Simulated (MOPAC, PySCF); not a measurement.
CH₃BBr₂, SMILES `CB(Br)Br`, neutral singlet in the gas phase. 

Z-matrix (Å, degrees):
```
B
C 1 1.5515
H 2 1.0885 1 113.46
H 2 1.0937 3 109.14 1 -123.35
H 2 1.0950 3 108.64 4 -114.84
Br 1 1.9204 2 121.85 3 3.74
Br 1 1.9244 2 120.13 3 -176.68
```
Charge 0, spin multiplicity 1.

All levels are single points at this geometry (B3LYP-D3(BJ)/def2-TZVP); Pople sets use spherical d functions. Orbital energies aren't observables, and empty levels follow the basis.

SVWN5/6-31G* in PySCF gives dipole (D) = 1.63.

Task: Estimate the dipole (D) from each of these levels: ωB97X-D3(BJ)/def2-TZVP in PySCF; B3LYP/LANL2DZ in PySCF; HF/STO-3G in PySCF; AM1 in MOPAC; PM6 in MOPAC.

Result: 
| level | dipole (D) |
|---|---|
| ωB97X-D3(BJ)/def2-TZVP in PySCF | 1.51 |
| B3LYP/LANL2DZ in PySCF | 1.82 |
| HF/STO-3G in PySCF | 1.59 |
| AM1 in MOPAC | 2.05 |
| PM6 in MOPAC | 2.10 |
